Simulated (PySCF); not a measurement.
# Low-lying terms of Tl³⁺ (thallium, charge +3)

Ground state [Xe] 4f14 5d10, ¹S. All numbers are calculated (PySCF 2.14, a scalar-relativistic core potential, in aug-cc-pVDZ-PP with two added diffuse shells each of s, p, d type with ECP60MDF (7s6p5d, 50 functions)). Vertical excitation energies in eV without spin-orbit coupling; excited terms of each kind are numbered among those the solver found. Frozen: 5s2 5p6.

```json
{"term": "1 3D", "leading excitation": "5d → s", "EOM-EE-CCSD": "10.770"}
{"term": "1 1D", "leading excitation": "5d → s", "EOM-EE-CCSD": "11.721"}
{"term": "1 3P°", "leading excitation": "5d → p", "EOM-EE-CCSD": "20.742"}
{"term": "1 3F°", "leading excitation": "5d → p", "EOM-EE-CCSD": "21.290"}
{"term": "1 1F°", "leading excitation": "5d → p", "EOM-EE-CCSD": "21.630"}
{"term": "1 1D°", "leading excitation": "5d → p", "EOM-EE-CCSD": "22.067"}
{"term": "1 3D°", "leading excitation": "5d → p", "EOM-EE-CCSD": "22.112"}
{"term": "1 1P°", "leading excitation": "5d → p", "EOM-EE-CCSD": "22.487"}
{"term": "2 3D", "leading excitation": "5d → s", "EOM-EE-CCSD": "32.271"}
{"term": "2 1D", "leading excitation": "5d → s", "EOM-EE-CCSD": "32.476"}
```

The spin-orbit splitting of the hole, absent here, rivals or exceeds the spacing of these terms, so the LS terms are model states.

The solver can miss terms.
